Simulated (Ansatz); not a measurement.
Calculated with Ansatz (gas phase, PBE0-D4/def2-TZVP geometries, no zero-point term in ΔE). CCSD(T)/CBS is the MP2 limit (def2-TZVPP, def2-QZVPP) plus CCSD(T) − MP2 in def2-TZVPP, frozen cores. Functionals use def2-TZVPP. B3LYP here is the variant with VWN-RPA as its local correlation; programs differ in this. Each species was taken in one conformer, which may not be the lowest.

Consider the redistribution: `C#C[SiH2]B(C)F` + `C=N[SiH2]C` → `C=NB(C)F` + `C#C[SiH2][SiH2]C`.

| level | ΔE (kcal/mol) | difference from CCSD(T)/CBS |
| --- | --- | --- |
| r2SCAN-D4 | -18.2 | -2.4 |
| PBE0-D4 | -18.9 | -3.1 |
| B3LYP-D4 | -17.6 | -1.8 |
| ωB97X-V | -16.0 | -0.2 |
| ωB97M-V | -16.0 | -0.2 |
| PBE | -19.5 | -3.7 |
| r2SCAN | -18.2 | -2.4 |
| PBE0 | -18.9 | -3.1 |
| HF/def2-TZVPP | -14.1 | 1.7 |
| MP2/def2-TZVPP | -15.7 | 0.1 |
| CCSD/def2-TZVPP | -15.8 | 0.0 |
| CCSD(T)/def2-TZVPP | -16.0 | -0.2 |
| HF/def2-QZVPP | -13.9 | 1.9 |
| MP2/def2-QZVPP | -15.6 | 0.2 |
| SCS-MP2/def2-QZVPP | -14.9 | 0.9 |
| MP2/CBS(def2) | -15.6 | 0.2 |
| CCSD(T)/CBS | -15.8 | 0 |

Largest T1 diagnostic among the species: 0.013.

In def2-TZVPP, CCSD(T) changes the Hartree–Fock value by −1.8 kcal/mol (the triples alone add −0.2 kcal/mol) and MP2 by −1.6 kcal/mol.
